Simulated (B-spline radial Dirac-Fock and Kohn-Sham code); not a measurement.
## f′ and f″ of Si, 12 keV to 45.11 keV

Level of theory: the dispersion relation over Dirac-Hartree-Slater subshell photoionisation cross sections, with the Kissel-Pratt high-energy constant (isolated atom, no bound-bound lines or fine structure); a B-spline atomic structure program. The forward scattering factor is f₀ + f′ + i f″.

No edge lies in or near this range.

```
hν (eV)   λ (Å)  f′ (e)  f″ (e)  tabulated f′  tabulated f″
  12000   1.033   0.154   0.155          0.15          0.15
  14770  0.8394   0.112   0.102          0.11          0.10
  15000  0.8266   0.109   0.099          0.11          0.09
  16490  0.7519   0.094   0.081          0.09          0.08
17479.3  0.7093   0.085   0.072          0.08          0.07
  17490  0.7089   0.085   0.072          0.08          0.07
  18410  0.6735   0.077   0.065          0.08          0.06
22162.9  0.5594   0.055   0.044          0.05          0.04
24209.8  0.5121   0.046   0.037          0.04          0.04
  28100  0.4412   0.033   0.027          0.03          0.03
  30000  0.4133   0.028   0.023          0.03          0.02
  34380  0.3606   0.019   0.017          0.02          0.02
  35600  0.3483       ?       ?             ?             ?
  36990  0.3352   0.015   0.015          0.01          0.01
  40000  0.3100   0.012   0.013          0.01          0.01
  45110  0.2748   0.007   0.010          0.01          0.01
```

Q: What are f′ and f″ at 35600 eV?

A: f′ = 0.017 and f″ = 0.016 electrons (tables: 0.02 and 0.02). By the optical theorem f″ corresponds to a photoabsorption cross section 2 rₑ λ f″ = 31.6 b.

Tabulated f′: xraylib 4.2 anomalous scattering factors (Cullen et al., EPDL97); f″: Chantler's tables (J. Phys. Chem. Ref. Data 1995 and 2000). Both are theoretical tables.

Values without a named source are computed, but for edge energies of neutral atoms, which are taken from tables.
